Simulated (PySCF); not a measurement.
A GIAO shielding run with PySCF 2.14 (density fitting, non-relativistic, gas phase) on SMILES CN[SiH2]n1cncc1CF, C₅H₁₀FN₃Si:

```
$ OMP_NUM_THREADS=1 python probes_run.py task.json out

{"job": {"kind": "nmr", "xc": "PBE0", "basis": "pcSseg-1"}, "charge": 0, "multiplicity": 1}
C      2.828216     0.710510     0.084616
N      2.204414    -0.511590     0.547979
Si     0.747115    -1.164511    -0.075403
N     -0.471752     0.052130     0.296360
C     -0.401050     1.035678     1.234156
N     -1.498290     1.721063     1.346018
C     -2.363471     1.164335     0.454724
C     -1.752163     0.134986    -0.202639
C     -2.267015    -0.769302    -1.258403
F     -2.111023    -2.096430    -0.901084
H      2.057047     1.412514    -0.224063
H      3.496791     0.537762    -0.765026
H      3.405860     1.162367     0.893384
H      2.891725    -1.169728     0.880197
H      0.482171    -2.376543     0.684391
H      0.685521    -1.327117    -1.532633
H      0.483809     1.203640     1.811965
H     -3.359326     1.542891     0.338596
H     -1.726287    -0.648786    -2.205247
H     -3.337441    -0.603191    -1.410921
```

Hardware: 1 thread of an Arm Neoverse V1, shared host. The job also computes population analyses, field gradients, ring-centre shieldings.

Q: How large is the calculation?

A: 84 electrons, 227 basis functions and 1185 auxiliary functions.

Q: How long does it take, and how much memory does it need?

A: 58 s of wall time, with 14 SCF cycles and 5 response iterations; peak memory 1 GiB. Times on a shared host scatter by some tens of per cent.
